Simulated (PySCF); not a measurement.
This script is equivalent to a calculation on Kr³⁺ (krypton, charge +3).

```python
from pyscf import gto, scf, dft, mp, cc
import basis_set_exchange as bse
mol = gto.M(atom="Kr 0 0 0", charge=3, spin=3, symmetry="D2h",
            basis=gto.basis.parse(bse.get_basis("x2c-TZVPPall", elements=["Kr"], fmt="nwchem")),
            nucmod="G")
mf = scf.UHF(mol).sfx2c1e()
mf.irrep_nelec = {'Ag': (6, 6), 'B1g': (1, 1), 'B2g': (1, 1), 'B3g': (1, 1), 'B1u': (3, 2), 'B2u': (3, 2), 'B3u': (3, 2)}
mf.kernel()
```

(1) What total energy does it give?

(2) Which occupied shell lies highest, and where?

(3) What is ⟨S²⟩, and what would a pure spin state give?

## Answers

(1) -2785.58269 hartree (calculated).

(2) 4p α, at -51.172 eV.

(3) 3.751, against 3.75.
